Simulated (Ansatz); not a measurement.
Gas-phase electronic energies from Ansatz, PBE0-D4/def2-TZVP geometries. CCSD(T)/CBS is the MP2 limit (def2-TZVPP, def2-QZVPP) plus CCSD(T) − MP2 in def2-TZVPP, frozen cores. Functionals use def2-TZVPP. Each species was taken in one conformer, which may not be the lowest.

`C=C([SiH3])CCl` + `N[SiH2]CF` → `N[SiH2]C(F)[SiH3]` + `C=CCCl`  (formal exchange of groups at the Si–C bond)

`C=C([SiH3])CCl`:

```xyz
12

C    -1.166    0.240    1.108
C    -0.154    0.118    0.251
Si   -0.065   -1.347   -0.917
C     0.935    1.139    0.237
Cl    1.147    1.852   -1.396
H    -1.954   -0.503    1.175
H    -1.245    1.091    1.783
H    -1.038   -2.366   -0.443
H    -0.398   -0.967   -2.312
H     1.309   -1.918   -0.894
H     1.900    0.697    0.489
H     0.729    1.964    0.918
```

`N[SiH2]CF`:

Cartesian coordinates in Å:
```
N -0.577 -0.015 1.510
Si -0.091 0.724 0.038
C 0.662 -0.623 -1.053
F -0.293 -1.621 -1.272
H -0.795 0.554 2.311
H -1.181 -0.821 1.469
H -1.175 1.381 -0.750
H 0.942 1.749 0.347
H 0.978 -0.237 -2.028
H 1.529 -1.090 -0.573
```

`N[SiH2]C(F)[SiH3]`:

Cartesian coordinates in Å:
```
N 1.965 0.578 -0.620
Si 0.326 0.889 -1.002
C -0.942 0.417 0.328
F -0.735 1.238 1.459
Si -0.906 -1.391 0.880
H 2.327 -0.361 -0.607
H 2.452 1.166 0.036
H -0.041 0.098 -2.208
H 0.185 2.348 -1.239
H -1.946 0.640 -0.061
H 0.445 -1.749 1.385
H -1.906 -1.634 1.951
H -1.223 -2.240 -0.301
```

`C=CCCl`:

Cartesian coordinates in Å:
```
C -1.325 -0.282 -0.427
C -0.357 0.405 0.161
C 1.027 -0.105 0.318
Cl 2.204 0.961 -0.518
H -2.330 0.113 -0.508
H -1.146 -1.266 -0.848
H -0.551 1.395 0.565
H 1.141 -1.101 -0.106
H 1.336 -0.120 1.364
```

| level | ΔE (kJ/mol) | difference from CCSD(T)/CBS |
| --- | --- | --- |
| PBE-D4 | 4.0 | -3.7 |
| r2SCAN-D4 | 4.6 | -3.1 |
| PBE | 2.9 | -4.8 |
| r2SCAN | 4.5 | -3.2 |
| MP2/def2-TZVPP | 12.4 | 4.7 |
| CCSD(T)/def2-TZVPP | 8.8 | 1.1 |
| SCS-MP2/def2-QZVPP | 10.9 | 3.2 |
| HF/CBS(def2) | 8.4 | 0.7 |
| MP2/CBS(def2) | 11.3 | 3.6 |
| CCSD/CBS(def2) | 7.4 | -0.3 |
| CCSD(T)/CBS | 7.7 | 0 |

Largest T1 diagnostic among the species: 0.012.
